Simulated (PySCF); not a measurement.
**Ga: electron affinity**

Ga- [Ar] 3d10 4s2 4p2 (3P) → Ga [Ar] 3d10 4s2 4p1 (2P), as a difference of total energies. Calculation: PySCF 2.14, in aug-cc-pVTZ-PP with ECP10MDF (6s5p4d2f, 55 functions); scalar relativity through the core potential. Correlated levels: valence: 3s2 3p6 3d10 frozen. The calculations carry no spin-orbit coupling.

```
           method  electron affinity (eV)  difference from reference (eV)
              UHF                  -0.064                          -0.365
    MP2 (valence)                   0.254                          -0.047
SCS-MP2 (valence)                   0.151                          -0.150
   CCSD (valence)                   0.275                          -0.026
CCSD(T) (valence)                   0.316                          +0.015
  CCSDT (valence)                   0.327                          +0.026
```

Reference: 0.301 eV (measured; photodetachment measurements, as compiled on the Wikipedia data page of electron affinities).

The reference lies between the lowest fine-structure levels, while these numbers refer to the centres of the terms.

Errors of the correlated levels include the incompleteness of this basis and the frozen core.

A negative affinity means that the anion lies above the atom at that level of theory.
